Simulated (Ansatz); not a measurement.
`[AlH2][O][SnH2][SiH3]` → Al• + 7 H• + O• + Si• + Sn•  (atomization)

Isolated molecules relaxed with PBE0-D4/def2-TZVP in Ansatz; ΔE leaves out vibrations. CBS: MP2 limit from def2 TZ/QZ plus the TZ coupled-cluster correction, frozen cores. This one scheme is used for every species, atoms too. Functionals use def2-TZVPP. Open shells (•) are unrestricted, without spin–orbit coupling. Spin–orbit coupling would lower the free atoms: a little for Al, O, Si; strongly for Sn. def2 core potentials past Kr. For Sn outer-core shells are correlated without core-valence functions, so the limit isn't a true one: a few kJ/mol of doubt a bond, and 10 to 20 or more in all where bonds break to atoms. Each species was taken in one conformer, which may not be the lowest.

```json
{"level": "BLYP", "ΔE (eV)": "30.98"}
{"level": "BHLYP", "ΔE (eV)": "30.94"}
```

Q: What does CCSD(T)/CBS give? (An estimate is asked.)

A: Computed: +32.27 eV. The listed levels differ from it by -1.29, -1.33 eV.

Largest T1 diagnostic among the species: 0.018.

At CCSD(T), def2-SVP lies −2.52 eV from the extrapolated value and def2-TZVPP −0.94 eV: correlation converges slowly with the basis, and small sets miss more of it in the bonded molecule than in its fragments. From BLYP to BHLYP (50 % exact exchange), in def2-TZVPP and without D4, ΔE moves by −0.04 eV: exact exchange takes away binding that semilocal exchange gives to molecules.

For atomizations the MP2-based limit and the directly extrapolated one differ by several kJ/mol either way, and by 10 to 25 for some Ge, Se and Sn compounds, so smaller differences from it don't rank the levels.
